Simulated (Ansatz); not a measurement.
H2OSi, SMILES O=[SiH2] (connectivity only; charge and spin as stated), charge +1, multiplicity 2.

The structure is a stationary point at r2SCAN-D4/def2-TZVP. The spin state was assumed, not searched.

Two levels are set side by side: PBE/def2-TZVPD (Ansatz, a first-principles code) and CAM-B3LYP/def2-TZVPD (Ansatz). Energy differences of separate SCF runs at the same geometry; the states with an electron removed or added have multiplicity 3 and 1. Differences are taken from unrounded values.

```csv
quantity,CAM-B3LYP,PBE,PBE minus CAM-B3LYP
vertical ionisation energy (eV),20.31,20.07,-0.23
vertical electron affinity (eV),10.16,10.28,0.13
```

Here PBE gives about what the other level gives.
